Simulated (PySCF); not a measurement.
A structure optimised at B3LYP-D3(BJ)/def2-SVP, used in a PySCF frequency run:

```
Ta
O 1 1.7293
F 1 1.9126 2 113.17
N 1 1.9897 2 106.03 3 -120.66
H 4 1.0183 1 124.91 2 -0.54
H 4 1.0194 5 109.35 1 175.39
N 1 1.9897 2 106.03 4 -118.68
H 7 1.0183 1 124.91 2 0.54
H 7 1.0194 8 109.35 1 -175.39
```

Task: Write its SMILES, formula and point group.

Result: [NH2][Ta]([NH2])(=[O])[F], FH₄N₂OTa, Cs

Task: What are its rotational constants (standard atomic weights)?

Result: 3.0900, 3.0864, 2.6861 GHz
